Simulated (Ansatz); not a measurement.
`O[Si](F)(O[SiH3])O[SiH3]` and `F[Si](Cl)(O[SiH3])O[SiH3]` differ in one atom or group.

Ansatz, PBE0-D4/def2-TZVP geometries, multiplicity 1. Each molecule was computed in one conformer, which needn't be the lowest.

```csv
property,`O[Si](F)(O[SiH3])O[SiH3]`
HOMO–LUMO gap (B3LYP/def2-TZVPP) / eV,8.39
HOMO–LUMO gap (PBE0/def2-TZVPP) / eV,8.86
LUMO energy (PBE/def2-TZVPP) / eV,-1.10
LUMO energy (PBE0/def2-TZVPP) / eV,-0.23
HOMO energy (B3LYP/def2-TZVPP) / eV,-8.87
HOMO energy (PBE0/def2-TZVPP) / eV,-9.08
```

(1) Give the same properties after the change, and the shifts. (Estimate.)

Results:

(1) Computed: 
```csv
property,`F[Si](Cl)(O[SiH3])O[SiH3]`,shift
HOMO–LUMO gap (B3LYP/def2-TZVPP) / eV,8.51,0.12
HOMO–LUMO gap (PBE0/def2-TZVPP) / eV,8.96,0.10
LUMO energy (PBE/def2-TZVPP) / eV,-1.18,-0.08
LUMO energy (PBE0/def2-TZVPP) / eV,-0.30,-0.07
HOMO energy (B3LYP/def2-TZVPP) / eV,-9.03,-0.16
HOMO energy (PBE0/def2-TZVPP) / eV,-9.26,-0.18
```

With PBE0 the HOMO falls by 0.18 eV and the LUMO falls by 0.07 eV, so the gap widens by about 0.11 eV. PBE moves the HOMO by -0.19 eV and ωB97M-V by -0.18 eV.

B3LYP here is the variant with VWN-RPA as its local correlation; programs differ in this.
